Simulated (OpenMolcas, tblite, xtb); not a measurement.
**CH4ClGe (SMILES [CH3][GeH][Cl]): methods side by side**

CH4ClGe: 7 atoms, total charge 0, spin state doublet. SMILES: `[CH3][GeH][Cl]`. Geometry: relaxed at PBE0-D4/def2-TZVP.

| atom | x (Å) | y (Å) | z (Å) |
| --- | --- | --- | --- |
| C | -0.7331 | 0.4384 | -0.2619 |
| Ge | 0.7054 | -0.8855 | -0.1831 |
| Cl | 1.0170 | -1.3617 | 1.9095 |
| H | -0.4334 | 1.3145 | 0.3173 |
| H | -1.6462 | 0.0214 | 0.1608 |
| H | -0.9099 | 0.7294 | -1.2982 |
| H | 2.0614 | -0.3245 | -0.6901 |

Each level gives the energy change with the C1–H5 bond stretched from 1.089 to 1.253 Å (eV). The values are calculated.

| level | kind | program | value (eV) | less CCSD(T)/def2-SVP | CPU time (all runs) |
| --- | --- | --- | --- | --- | --- |
| GFN-FF | force field | xtb | 0.38 | +0.08 | under 2 s |
| IPEA1-xTB | semi-empirical | tblite | 0.35 | +0.05 | under 2 s |
| UHF/def2-SVP | Hartree–Fock | OpenMolcas | 0.37 | +0.07 | 16 s |
| USVWN5/def2-SVP | LDA | OpenMolcas | 0.26 | -0.04 | 40 s |
| UPBE/def2-SVP | GGA | OpenMolcas | 0.26 | -0.04 | 58 s |
| U-r2SCAN/def2-SVP | meta-GGA | OpenMolcas | 0.30 | 0.00 | 88 s |
| UTPSS/def2-SVP | meta-GGA | OpenMolcas | 0.28 | -0.02 | 85 s |
| UPBE0/def2-SVP | global hybrid | OpenMolcas | 0.31 | +0.01 | 61 s |
| ROCCSD(T)/def2-SVP | coupled cluster or CI | OpenMolcas | 0.30 | 0.00 | 1.8 min |

Differences are taken from ROCCSD(T)/def2-SVP for orientation; it has basis-set and higher-order errors of its own. All-electron rows without a relativistic Hamiltonian named are non-relativistic. The first shape isn't each level's own minimum. The values span 0.26 to 0.38 eV. In the correlated wave-function rows the outer d shell of Ge is correlated, in sets not made for it. Times are those of the runs behind each value, whatever else they computed, on shared processors of several kinds: orders of magnitude only.
